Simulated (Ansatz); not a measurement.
A nudged elastic band was laid between two geometries of C₂H₂Te (5 atoms, charge 0, multiplicity 1).

Theory: UKS PBE0-D4/def2-mTZVP in Ansatz.

```json
{"movable images": "7", "climbing image": "yes", "spring": "5.0 eV/Å²", "optimiser": "quadratic models (default)", "start path": "through a guess of the saddle point", "force threshold": "0.03 eV/Å", "iteration limit": "50", "end points": "relaxed"}
```

Initial state:

```xyz
5
Properties=species:S:1:pos:R:3
C -0.737 -1.117 0.394
C 0.096 -0.302 0.086
Te 1.609 0.961 -0.401
H -1.486 -1.826 0.663
H 0.568 2.210 -0.784
```

Final state:

```xyz
5
Properties=species:S:1:pos:R:3
C -0.656 -0.781 0.277
C 0.235 0.014 -0.027
Te 2.001 1.060 -0.449
H -1.448 -1.447 0.533
H -0.082 1.081 -0.376
```

(1) Which bonds break or form, and what moves?

(2) What energy profile does the band end with?

(3) What is the geometry of the highest image?

(4) What are the harmonic wavenumbers there?

## Answers

(1) Bonds formed: C2–H5.

(2) The run converged. The highest image is number 7 of 0 to 8, 1.41 eV above the first end and 0.05 eV above the last; the last end lies 1.37 eV above the first. A vibrational analysis at the climbing image gives one clearly imaginary mode, 864i cm⁻¹: a first-order saddle point.

| image | path coordinate (Å) | energy (eV) | C2–H5 (Å) |
| --- | --- | --- | --- |
| 0 | 0.00 | 0.00 | 2.70 |
| 1 | 0.23 | 0.02 | 2.63 |
| 2 | 0.46 | 0.08 | 2.55 |
| 3 | 0.69 | 0.20 | 2.42 |
| 4 | 0.92 | 0.42 | 2.20 |
| 5 | 1.15 | 0.80 | 1.93 |
| 6 | 1.38 | 1.22 | 1.65 |
| 7 | 1.61 | 1.41 | 1.36 |
| 8 | 1.87 | 1.37 | 1.17 |

(3) 
```xyz
5
Properties=species:S:1:pos:R:3
C -0.657 -0.829 0.293
C 0.280 -0.103 0.011
Te 1.875 1.138 -0.471
H -1.486 -1.453 0.537
H 0.038 1.173 -0.412
```

(4) 864i, 277, 326, 463, 611, 625, 1734, 2049, 3461 cm⁻¹.

The run took 3.5 min on 2 threads of Arm Neoverse V1, with other jobs on the host, peak memory 0.22 GiB.
